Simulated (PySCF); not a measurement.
An unknown gives this computed stick spectrum. Method: PySCF 2.14.0, density-fitted response routines, TDDFT PBE0/def2-SVPD, vertical, gas phase, core orbitals frozen in the response. Geometries: GFN2-xTB, one conformer each. Ions are computed without counter-ions or solvent.

```tsv
state	E (eV)	λ (nm)	f
S1	5.62	220.5	0.057
S2	5.83	212.6	0.149
S3	6.01	206.3	0.0034
S4	6.20	199.9	0.0034
S5	6.87	180.6	0.193
S6	6.96	178.0	0.159
```

Orbital energies (eV): HOMO-3 -13.97, HOMO-2 -13.74, HOMO-1 -13.17, HOMO -13.09, LUMO -6.55, LUMO+1 -5.67, LUMO+2 -3.74.

Question: Which candidate is it? All have the formula [C7H10N]+.
A. `CCc1cc[nH+]cc1`
B. `C#C/C=[N+](/C)CC=C`
C. `C#C/C=[N+](\C)CC=C`

Answer: A. Its S1, at 5.62 eV, is the highest among the candidates; the nearest of the others has S1 at 3.71 eV. S1 is HOMO→LUMO (78%), HOMO-1→LUMO+1 (19%). Löwdin shares by element: HOMO carbon 79% or more (atoms not listed hold the other 21%); LUMO carbon 54% or more, nitrogen 19% (atoms not listed hold the other 27%). At the same level the other candidates give, for their lowest levels:
- `C#C/C=[N+](/C)CC=C`: 3.56 eV (f 0.012); 4.25 eV (f 0.003); 5.08 eV (f 0.304); 5.86 eV (f 0.033); 6.72 eV (f 0.032); T1 3.16 eV; HOMO -11.98, LUMO -7.41 eV
- `C#C/C=[N+](\C)CC=C`: 3.71 eV (f 0.006); 4.30 eV (f 0.003); 5.19 eV (f 0.281); 5.88 eV (f 0.003); 6.83 eV (f 0.044); T1 3.21 eV; HOMO -12.09, LUMO -7.31 eV

Shape of the structure used: `[CH3:1][CH2:2][c:3]1[cH:4][cH:5][nH+:6][cH:7][cH:8]1`: C1–C2–C3–C4 -89°.
Triplets come from the Tamm–Dancoff approximation.
